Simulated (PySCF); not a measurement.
Polarisability and C₆ of Mn²²⁺ (manganese, charge +22)

[He] 2s1, 2S determinant. Computed with PySCF 2.14 in an even-tempered Gaussian basis (19 s from 5.1 bohr⁻², ratio 2.2; 8 p from 7.9 bohr⁻², ratio 2.4; 6 d from 24 bohr⁻², ratio 2.4; 5 f from 36 bohr⁻², ratio 2.4; 4 g from 53 bohr⁻², ratio 2.4), with scalar relativity by spin-free X2C-1e. Coupled (time-dependent) response in atomic units; α is the mean over directions.

```json
{"method": "UHF", "mean α (bohr³)": "0.01628", "C₆ (like pair)": "0.0004271", "S(−4)": "0.003801"}
{"method": "PBE0", "mean α (bohr³)": "0.01532", "C₆ (like pair)": "0.0003937", "S(−4)": "0.003324"}
```

S(−4) is the Cauchy moment in α(ω) = α(0) + S(−4) ω² + …

α(iu) at UHF:

| u (hartree) | α(iu) (bohr³) |
| --- | --- |
| 0 | 0.01628 |
| 0.200 | 0.01612 |
| 0.400 | 0.01569 |
| 0.800 | 0.01417 |
| 1.20 | 0.01220 |
| 1.60 | 0.01024 |
| 2.00 | 0.008498 |
| 3.00 | 0.005409 |
| 4.00 | 0.003654 |
| 6.00 | 0.002006 |
| 10.0 | 0.0009766 |

For an ion, C₆ is the dispersion term alone; charge-induced terms of lower order in 1/R come first.
